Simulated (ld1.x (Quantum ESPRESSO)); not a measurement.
The numbers below are computed, except where a source is named.
**Hardness and transferability of assorted potentials**

Generated with ld1.x 7.5 (TM, RRKJ, ultrasoft, PAW), atompaw 4.2 or ONCVPSP 4.0.1. The cutoff is in Ry: for ld1.x and atompaw files where the sum of valence levels is converged to 10 mRy in a Bessel basis, for ONCV files where the hardest occupied wave has 1 mHa per electron of residual kinetic energy. The error is the largest all-electron minus pseudo excitation energy over each file’s own four to seven test configurations (ionisations up to +4, promotions, holes and added fractions of an electron), all of which were solved. The labels leave out finer settings (local radius, basis sizes, second energies), which also bear on the numbers. Spin-polarised tests are not counted. The rows are a selection from randomly drawn settings: files with unsolved tests, undetermined cutoffs or missed reference levels are left out.

A true bound ghost makes a file unfit for plane-wave use even where its test errors are small: the radial tests pick states by their node count and pass the ghost by.

| element | potential | cutoff (Ry) | largest error (meV) | bound ghosts |
| --- | --- | --- | --- | --- |
| Be | PAW, PBE, scalar-relativistic, rc 0.70/3.20 (sp), local smoothed, core correction no, reference 1s2 2s2 2p0 | 120 | +162 | none |
| Ar | TM, PBE, non-relativistic, rc 1.10/1.40/1.45 (spd), local p, core correction yes, reference 3s2 3p5.5 | 70 | +160 | none |
| V | TM, PBE, scalar-relativistic, rc 2.50/3.15/1.45 (spd), local s, core correction no, reference 3d3 4s1 4p0 | 90 | -406 | none |
| Bi | TM, PBE, fully relativistic, rc 1.40/2.10 (sp), local smoothed, core correction yes, reference 6s2 6p2 | 110 | -655 | d |

(1) Fill in the row for B: TM, PW91, scalar-relativistic, rc 1.25/3.75 (sp), local p, core correction no, reference 2s2 2p0.

(2) Fill in the row for Be: TM, Wu–Cohen, scalar-relativistic, rc 2.10/4.20 (sp), local s, core correction no, reference 2s2 2p0.

## Answers

(1) cutoff 21 Ry, largest error +376 meV, bound ghosts: none.

(2) cutoff 8 Ry, largest error -168 meV, bound ghosts: none.
